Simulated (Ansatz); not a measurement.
One change: `FC#C[SeH]` becomes `O=CC#CF`.

Ansatz, PBE0-D4/def2-TZVP geometries, multiplicity 1. Each molecule was computed in one conformer, which needn't be the lowest.

Scalar relativity is left out up to krypton.

```json
{"property": "HOMO energy (PBE0/def2-TZVPP) / eV", "`FC#C[SeH]`": "-6.74"}
{"property": "size of the dipole moment (B3LYP/def2-TZVPP) / D", "`FC#C[SeH]`": "0.77"}
{"property": "HOMO–LUMO gap (PBE0/def2-TZVPP) / eV", "`FC#C[SeH]`": "6.38"}
{"property": "zero-point energy (PBE0-D4/def2-TZVP) / kJ/mol", "`FC#C[SeH]`": "50.9"}
{"property": "size of the dipole moment (PBE/def2-TZVPP) / D", "`FC#C[SeH]`": "0.66"}
{"property": "HOMO energy (ωB97M-V/def2-TZVPP) / eV", "`FC#C[SeH]`": "-8.85"}
```

(1) Give the same properties after the change, and the shifts. (An estimate is asked.)

Answers

(1) The calculation gave: 
```tsv
property	`O=CC#CF`	shift
HOMO energy (PBE0/def2-TZVPP) / eV	-8.19	-1.45
size of the dipole moment (B3LYP/def2-TZVPP) / D	2.66	1.89
HOMO–LUMO gap (PBE0/def2-TZVPP) / eV	6.23	-0.15
zero-point energy (PBE0-D4/def2-TZVP) / kJ/mol	80.8	29.9
size of the dipole moment (PBE/def2-TZVPP) / D	2.67	2.01
HOMO energy (ωB97M-V/def2-TZVPP) / eV	-10.66	-1.81
```

With PBE0 the HOMO falls by 1.45 eV and the LUMO falls by 1.59 eV, so the gap narrows by about 0.14 eV. PBE moves the HOMO by -0.83 eV and ωB97M-V by -1.81 eV. The zero-point energy changes by 29.9 kJ/mol with +3 modes. Dipoles are sizes alone; their direction can turn.

B3LYP here is the variant with VWN-RPA as its local correlation; programs differ in this.

Spin–orbit coupling is left out; it splits and shifts lone-pair levels of the heavy atoms by tenths of an eV.
